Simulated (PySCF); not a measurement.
**Question.** Give a GFN2-xTB geometry of InChI=1S/C9H12O/c1-2-8-10-9-6-4-3-5-7-9/h3-7H,2,8H2,1H3.

**Answer.** 
```
atom  x, y, z in Å
C1     3.7580   -0.3408   -0.9405
C2     2.7065    0.0440    0.0911
C3     1.2971   -0.1231   -0.4671
O4     0.3808    0.2493    0.5411
C5    -0.9525    0.1839    0.2753
C6    -1.8000    0.5673    1.3169
C7    -3.1684    0.5378    1.1503
C8    -3.7188    0.1272   -0.0544
C9    -2.8830   -0.2531   -1.0867
C10   -1.5061   -0.2280   -0.9321
H11    3.6362   -1.3784   -1.2432
H12    4.7559   -0.2192   -0.5281
H13    3.6735    0.2858   -1.8257
H14    2.8054   -0.5796    0.9808
H15    2.8400    1.0830    0.3956
H16    1.1677    0.5142   -1.3540
H17    1.1344   -1.1699   -0.7624
H18   -1.3563    0.8839    2.2478
H19   -3.8121    0.8363    1.9647
H20   -4.7900    0.1044   -0.1849
H21   -3.2995   -0.5755   -2.0302
H22   -0.8792   -0.5301   -1.7565
```

Any rigid rotation of these coordinates is as good. Atoms count from 1 in this order. The C–C distances run from 1.379 Å (C6–C7, aromatic) to 1.525 Å (C2–C3, drawn single), a spread of 0.146 Å. The 10 heavy atoms lie in one plane (0.000 Å rms). The 6-membered ring C5–C6–C7–C8–C9–C10 has internal angles of 119.2° to 120.8° (sum 720°, against 720° for a flat polygon); it is planar, 0.00 Å rms from its mean plane, widest ring torsion 0°. The C–O distances run from 1.361 Å (O4–C5, drawn single) to 1.412 Å (C3–O4, drawn single), a spread of 0.051 Å.

Bonds between heavy atoms (Å): C1–C2 1.523, C2–C3 1.525, C3–O4 1.412, O4–C5 1.361, C5–C6 1.396, C6–C7 1.379, C7–C8 1.387, C8–C9 1.382, C9–C10 1.386, C5–C10 1.391.

The geometry is computed with GFN2-xTB (gas phase).

Point group: Cs (tolerance 0.08 Å). Not checked by GFN2-xTB frequencies. One conformer, not necessarily the lowest (C1–C2–C3–O4 180°, C2–C3–O4–C5 180°, C3–O4–C5–C6 180°).
